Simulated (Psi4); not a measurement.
**Worked example: ideal-gas entropy of C2H5BClF (SMILES BC(F)CCl)**

A singlet with charge 0, relaxed at B3LYP-D3(BJ)/def2-SVP (density fitting) (Psi4 1.11):

```xyz
10

B    -1.3240   -0.7154   -0.2946
C     0.1701   -0.4997    0.1148
F     0.5091   -1.0848    1.3259
C     0.6511    0.9401    0.0876
Cl    2.4459    1.0704    0.2270
H    -2.0309   -1.4638    0.3266
H    -1.7315   -0.1724   -1.2907
H     0.7155   -1.0486   -0.6920
H     0.2275    1.5039    0.9301
H     0.3592    1.4248   -0.8531
```

Harmonic wavenumbers in cm⁻¹: 102, 162, 249, 314, 403, 450, 701, 775, 821, 863, 1028, 1063, 1129, 1173, 1222, 1241, 1324, 1340, 1440, 2587, 2686, 2914, 3087, 3157.

Masses in u: B 10.81, C 12.011, F 18.998, Cl 35.45, H 1.008. Take T = 298.15 K, p = 1 bar, R = 8.3145 J/(mol K), kT/hc = 207.22 cm⁻¹, rigid rotor and harmonic oscillator.

Problem. Compute the standard molar entropy.

Solution. 
1. Translation (Sackur–Tetrode): S = R[3/2 ln M + 5/2 ln T − 1.1517] with M = 94.32 gives 165.6 J/(mol K).
2. Rotation: principal moments 59.970, 229.729, 274.147 u Å² give A, B, C = 0.2811, 0.0734, 0.0615 cm⁻¹; the symmetry number is σ = 1; q = (√π/σ)√((kT/hc)³/ABC) = 148425; S = R(ln q + 3/2) = 111.5.
3. Vibration: with u = ν̃/207.22, each mode gives R[u/(eᵘ − 1) − ln(1 − e⁻ᵘ)]; the sum is 50.4, most from 102 cm⁻¹ (14.3), 162 cm⁻¹ (10.6), 249 cm⁻¹ (7.3).
4. Spin and the two mirror images of this shape: R ln 2 = 5.8.
5. Sum: 165.6 + 111.5 + 50.4 + 5.8 = 333.3 J/(mol K).

No measured value is set beside it here. Where a soft mode is a torsion, a harmonic oscillator describes it poorly.
